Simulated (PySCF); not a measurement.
# Quadrupolar nuclei of `C=C[S@](=O)CSC` in NMR

Species: C₄H₈OS₂.
Geometry (GFN2-xTB, Å), atoms numbered from 1 in this order:
```xyz
15
C4H8OS2 angstrom
C     -2.817    0.112    0.434
C     -2.093   -0.013   -0.657
S     -0.528   -0.930   -0.612
O     -0.357   -1.366    0.775
C      0.498    0.638   -0.776
S      2.233    0.244   -1.079
C      2.702   -0.351    0.571
H     -2.458   -0.319    1.356
H     -3.763    0.626    0.463
H     -2.359    0.358   -1.632
H      0.393    1.214    0.141
H      0.140    1.189   -1.639
H      3.694   -0.780    0.479
H      1.992   -1.104    0.895
H      2.720    0.489    1.260
```

Computed at PBE0/pcSseg-1 (PySCF, non-relativistic):

```tsv
atom	environment	nucleus	spin I	Q (b)	CQ = χzz (MHz)	η
S3	sulfinyl sulfur	33S	3/2	-0.0678	31.540	0.058
O4	sulfinyl oxygen	17O	5/2	-0.0256	-10.212	0.375
S6	sulfide sulfur	33S	3/2	-0.0678	48.822	0.631
```

Q: Which field gradients stand behind these couplings (CQ in MHz = 234.96 × Q in b × Vzz in au)?

A: Vxx = −Vzz(1 − η)/2 and Vyy = −Vzz(1 + η)/2, in au:

```tsv
atom	Vxx (au)	Vyy (au)	Vzz (au)	Vzz (10²¹ V/m²)
S3	0.932	1.048	-1.980	-19.24
O4	-0.531	-1.167	1.698	16.50
S6	0.565	2.500	-3.065	-29.78
```

Q: At 18.8 T, set νQ = 3|CQ|/[2I(2I − 1)] beside the Larmor frequency (|g| × 7.62259 MHz/T × B; g(33S) = 0.42921, g(17O) = −0.75752), and give PQ = |CQ|√(1 + η²/3).

A: 
```tsv
atom	PQ (MHz)	νQ (MHz)	ν0 (MHz)	νQ/ν0
S3	31.56	15.77	61.51	0.256
O4	10.45	1.532	108.56	0.014
S6	51.96	24.41	61.51	0.397
```

For S3: PQ = 31.54 × 1.0006, νQ = 31.54 × 0.5000, ν0 = 3.2717 MHz/T × 18.8 T.

For S6 νQ isn't small against ν0, so the high-field expansions of solid-state NMR fail there at this field.

Q: For half-integer spins with νQ below a tenth of ν0, find the second-order shift of the centre of gravity of the central transition at 18.8, 23.5 and 28.2 T.

A: From −(3/40)(PQ/ν0)²[I(I + 1) − 3/4]/[I(2I − 1)]², which goes as 1/B² (ppm):

| site | 18.8 T | 23.5 T | 28.2 T |
| --- | --- | --- | --- |
| 17O at O4 | -55.6 | -35.6 | -24.7 |

Q: In the extreme-narrowing limit, with isotropic tumbling and one correlation time, the quadrupolar linewidth goes as PQ². What relative widths follow for the 33S sites?

A: S6 1, S3 0.37, with S6 as 1.

Q: Take a correlation time of 8 ps, isotropic tumbling and extreme narrowing. What quadrupolar relaxation rates and linewidths follow?

A: 1/T1 = 1/T2 = (3π²/10)(2I + 3)/[I²(2I − 1)] × PQ² × τc; the width is 1/(πT2).

```csv
site,spin factor (2I + 3)/[I²(2I − 1)],1/T1 (s⁻¹),T1 (ms),linewidth (Hz)
33S at S3,1.333,31500,0.0318,10000
17O at O4,0.320,828,1.21,263
33S at S6,1.333,85300,0.0117,27100
```

Solvent, lattice and vibrations would change these gradients. One conformer (not necessarily the lowest) at the GFN2-xTB geometry, without solvent, vibrations or thermal averaging. GFN2-xTB bond lengths can be off by several hundredths of an ångström, more for odd bonds, and the gradients follow them. With a basis this small, the couplings can be 20 % off.
